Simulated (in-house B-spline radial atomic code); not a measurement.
A run on Ho (an excited or competing configuration) that did not converge. Method: scalar-relativistic (X2C) OLYP, spin-polarised, spherical fractional occupations, Fermi nucleus of rms radius 5.2022 fm; computed with a B-spline radial code for spherical atoms.

Command:
```bash
python run_scf.py task.json out
```
Settings (nuclear radius in fm, mass in u):
```
Z                67
configuration    [Xe] 4f10 6s2 7f1
hamiltonian      x2c
method           optx,lyp
spin_polarised   True
nucleus          fermi
rms_radius       5.2022
atomic_mass      164.93033
speed_of_light   137.035999084
```

First and last ten iterations of the last attempt (damped for 15 steps, keeping 80 % of the old Fock matrix, then DIIS):
```
 iter        energy (Eh)    residual
    1      -12618.512764    4.83e-01
    2      -12617.011516    3.76e-01
    3      -12619.317857    1.90e-01
    4      -12619.949235    9.07e-02
    5      -12620.084727    4.31e-02
    6      -12620.109966    2.22e-02
    7      -12620.114928    1.37e-02
    8      -12620.116269    9.24e-03
    9      -12620.116835    6.47e-03
   10      -12620.117156    4.63e-03
  111      -12620.117937    6.17e-05
  112      -12620.117942    5.55e-05
  113      -12620.117940    6.02e-05
  114      -12620.117940    6.09e-05
  115      -12620.117940    6.34e-05
  116      -12620.117682    4.24e-04
  117      -12620.117932    6.59e-05
  118      -12620.117923    8.68e-05
  119      -12620.117970    6.63e-05
  120      -12620.117980    1.07e-04
 not converged after 120 iterations
```

The smallest residual met was 3.4e-05; the threshold is about 7e-07. No energy from this run should be used. Cost of the run: 4.6 s on 1 thread of Arm Neoverse V1, on a shared host.
